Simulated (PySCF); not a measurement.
**Hg+ (mercury, charge +1) across methods**

[Xe] 4f14 5d10 6s1, 2S determinant. All numbers are calculated (PySCF 2.14, scalar relativity through the core potential, in aug-cc-pVTZ-PP with ECP60MDF).

| method | E (hartree) | mean ε 5d α (eV) | mean ε 5d β (eV) | mean ε 6s α (eV) | Σ⟨r²⟩ (bohr²) | ⟨S²⟩ |
| --- | --- | --- | --- | --- | --- | --- |
| PBE | -153.1590 | -19.001 | -18.668 | -15.042 | 42.38 | 0.751 |
| PBE0 | -153.1279 | -20.848 | -20.511 | -15.833 | 42.20 | 0.751 |
| r2SCAN | -153.1907 | -19.379 | -18.965 | -15.332 | 42.02 | 0.752 |
| UHF | -152.22824 | -25.429 | -25.103 | -17.372 | 42.30 | 0.752 |
| M06-L | -153.2317 | -19.064 | -18.735 | -14.487 | 41.82 | 0.751 |
| r2SCANh | -153.1700 | -20.078 | -19.678 | -15.649 | 42.00 | 0.752 |
| wB97X | -153.1605 | -23.264 | -23.027 | -17.672 | 42.14 | 0.750 |
| LDA | -152.8893 | -19.192 | -18.892 | -15.391 | 42.52 | 0.750 |
| wB97X-V | -153.0977 | -23.261 | -23.014 | -17.802 | 42.20 | 0.750 |

Energies and moments cover only the electrons outside the core potential. Spin-orbit coupling, which splits the p, d and f shells strongly at this Z, is absent.
